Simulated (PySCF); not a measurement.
Isomers of C5H14OSi2, from PBE0-D3(BJ)/def2-SVP geometry optimisation, gas phase (PySCF 2.14.0). One conformer each, no zero-point energy, no frequencies.

Question: Which is lowest in electronic energy at this level?
A. `[CH3:1][CH2:2][O:3][Si@@H:4]([CH3:5])/[CH:6]=[CH:7]/[SiH3:8]` with C1–C2–O3–Si4 169°, C2–O3–Si4–C5 67°, O3–Si4–C6–C7 -129°: A = 2724, B = 508.4, C = 451.4 MHz, dipole 1.48 D
B. `[CH3:1][CH2:2]/[C:3](=[CH:4]/[SiH3:5])[Si@H:6]([CH3:7])[OH:8]` with C1–C2–C3–C4 107°, C2–C3–Si6–C7 -117°, C3–Si6–O8–H 57°: A = 1385, B = 1082, C = 780.1 MHz, dipole 1.42 D
C. `[SiH3:1][CH2:2][SiH:3]1[CH2:4][CH2:5][O:6][CH2:7][CH2:8]1` with Si1–C2–Si3–C4 -179°, C2–Si3–C4–C5 162°, Si3–C4–C5–O6 -56°, C4–C5–O6–C7 73°, C5–O6–C7–C8 -72°: A = 3185, B = 713.1, C = 618.6 MHz, dipole 0.87 D
D. `[CH2:1]=[C:2]([CH3:3])[Si@@:4]([OH:5])([SiH3:6])[CH2:7][CH3:8]` with C1–C2–Si4–O5 -11°, C2–Si4–O5–H -62°, C2–Si4–C7–C8 177°: A = 1448, B = 1018, C = 890.3 MHz, dipole 2.31 D
E. `[CH3:1][CH2:2][CH2:3][C@@H:4]1[CH2:5][SiH2:6][O:7][SiH2:8]1` with C1–C2–C3–C4 179°, C2–C3–C4–C5 -179°, C3–C4–C5–Si6 -162°, C4–C5–Si6–O7 28°, C5–Si6–O7–Si8 -9°, Si6–O7–Si8–C4 -9°: A = 3298, B = 713.6, C = 614.0 MHz, dipole 2.10 D

Answer: E. That is `CCC[C@@H]1C[SiH2]O[SiH2]1`, 36.6 kcal/mol below the next.

```csv
SMILES,mapped SMILES,E (Eh),relative (kcal/mol),relative (kJ/mol),dipole (D)
CCC[C@@H]1C[SiH2]O[SiH2]1,[CH3:1][CH2:2][CH2:3][C@@H:4]1[CH2:5][SiH2:6][O:7][SiH2:8]1,-852.32457,0.0,0.0,2.10
C=C(C)[Si@@](O)([SiH3])CC,[CH2:1]=[C:2]([CH3:3])[Si@@:4]([OH:5])([SiH3:6])[CH2:7][CH3:8],-852.26624,36.6,153.1,2.31
CC/C(=C/[SiH3])[Si@H](C)O,[CH3:1][CH2:2]/[C:3](=[CH:4]/[SiH3:5])[Si@H:6]([CH3:7])[OH:8],-852.26328,38.5,160.9,1.42
CCO[Si@@H](C)/C=C/[SiH3],[CH3:1][CH2:2][O:3][Si@@H:4]([CH3:5])/[CH:6]=[CH:7]/[SiH3:8],-852.24889,47.5,198.7,1.48
[SiH3]C[SiH]1CCOCC1,[SiH3:1][CH2:2][SiH:3]1[CH2:4][CH2:5][O:6][CH2:7][CH2:8]1,-852.24854,47.7,199.6,0.87
```

As drawn, the lowest has an Si–O bond, which the highest lacks.
